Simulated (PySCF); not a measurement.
# Correlation energy of Cu (copper, neutral)

[Ar] 3d10 4s1, 2S determinant. All numbers are calculated (PySCF 2.14, a scalar-relativistic core potential, in aug-cc-pVDZ-PP with ECP10MDF (5s5p4d2f, 54 functions)). Frozen: 3s2 3p6; 11 electrons correlated.

```json
{"level": "CCSD", "correlation energy (mhartree)": "-401.93"}
{"level": "(T)", "correlation energy (mhartree)": "-17.25"}
{"level": "CCSD(T)", "correlation energy (mhartree)": "-419.18"}
```

Diagnostics: T1 = 0.024, D1 = 0.0617, largest double amplitude 0.023.

**Question.** Is a single reference adequate?

**Answer.** Yes: T1 lies below 0.03 and no double amplitude reaches 0.07.
